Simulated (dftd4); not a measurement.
sulfur difluoride (F2S), singlet, geometry from GFN2-xTB; dftd4 with D4 for pbe.

dftd4 was given this input:
```
$ dftd4 mol.xyz --func pbe --charge 0 --json dftd4.json --noedisp

# file mol.xyz
3

F     -1.22261386    -0.51635383    -0.00299560
S     -0.00426607     0.57046599    -0.00656447
F      1.23019799    -0.49780793     0.01466578
```

The log (banner, timings and long lists left out):

```
                    ____  _____ _____     ____  _  _
      -------------|  _ \|  ___|_   _|---|  _ \| || |------------
     |             | | | | |_    | | ___ | | | | || |_           |
     |             | |_| |  _|   | ||___|| |_| |__   _|          |
     |             |____/|_|     |_|     |____/   |_|            |
     |             ===================================           |
     |            E. Caldeweyher, S. Ehlert & S. Grimme          |
     |          Mulliken Center for Theoretical Chemistry        |
     |                    University of Bonn                     |
      -----------------------------------------------------------

Rational (Becke-Johnson) damping: pbe-D4-ATM
---------------------
  s6         1.0000
  s8         0.9595
  s9         1.0000
  a1         0.3857
  a2         4.8069
 alp        16.0000
--------------------

Dispersion energy:      -1.2151240829284E-03 Eh

[Info] JSON dump of results written to 'dftd4.json'
```
